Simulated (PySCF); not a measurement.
## Working out the ionisation energy of Cs

Cs [Xe] 6s1 (2S) → Cs⁺ [Xe] (1S). Computed with PySCF 2.14 in ANO-RCC-VTZP (8s7p4d2f1g, 72 functions), with scalar relativity by spin-free X2C-1e. Frozen: [Kr] 4d10. Energies in hartree (1 hartree = 27.21139 eV):

```csv
part,Cs (lower),Cs⁺ (upper)
UHF,-7782.773325,-7782.645508
MP2 opposite-spin,-0.114849,-0.109084
MP2 same-spin,-0.040928,-0.035900
```

Problem. What does Hartree-Fock give?

Solution. (-7782.645508) − (-7782.773325) = 0.127817 hartree = 3.478 eV.

Problem. What do MP2 and SCS-MP2 (6/5 opposite-spin, 1/3 same-spin) give?

Solution. The opposite-spin parts differ by 0.157 eV and the same-spin parts by 0.137 eV. MP2: 3.478 + (0.157) + (0.137) = 3.772 eV. SCS-MP2: 3.478 + 1.2 × (0.157) + (0.137)/3 = 3.712 eV.

Measured between the centres of the two terms (NIST): 3.894 eV, so MP2 (valence and next inner shell) is off by -0.122 eV.

What remains against the reference includes basis incompleteness, the frozen core and correlation beyond second order.
